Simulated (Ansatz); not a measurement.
One change: `[CH3][AlH][SnH2][OH]` becomes `[CH3][AlH][SnH3]`.

Ansatz, PBE0-D4/def2-TZVP geometries, multiplicity 1. Each molecule was computed in one conformer, which needn't be the lowest.

Elements past krypton have def2 core potentials.

```csv
property,`[CH3][AlH][SnH2][OH]`
size of the dipole moment (PBE/def2-TZVPP) / D,0.97
LUMO energy (B3LYP/def2-TZVPP) / eV,-2.13
HOMO–LUMO gap (PBE/def2-TZVPP) / eV,3.56
LUMO energy (PBE/def2-TZVPP) / eV,-2.67
HOMO–LUMO gap (PBE0/def2-TZVPP) / eV,5.36
HOMO energy (PBE/def2-TZVPP) / eV,-6.23
```

**Question.** Give the same properties after the change, and the shifts. (An estimate is asked.)

**Answer.** The calculation gave: 
| property | `[CH3][AlH][SnH3]` | shift |
| --- | --- | --- |
| size of the dipole moment (PBE/def2-TZVPP) / D | 1.61 | 0.64 |
| LUMO energy (B3LYP/def2-TZVPP) / eV | -2.06 | 0.07 |
| HOMO–LUMO gap (PBE/def2-TZVPP) / eV | 3.56 | 0.00 |
| LUMO energy (PBE/def2-TZVPP) / eV | -2.60 | 0.07 |
| HOMO–LUMO gap (PBE0/def2-TZVPP) / eV | 5.31 | -0.05 |
| HOMO energy (PBE/def2-TZVPP) / eV | -6.16 | 0.07 |

With PBE0 the HOMO rises by 0.12 eV and the LUMO rises by 0.07 eV, so the gap narrows by about 0.05 eV. PBE moves the HOMO by 0.07 eV and ωB97M-V by 0.14 eV. Dipoles are sizes alone; their direction can turn.

B3LYP here is the variant with VWN-RPA as its local correlation; programs differ in this.
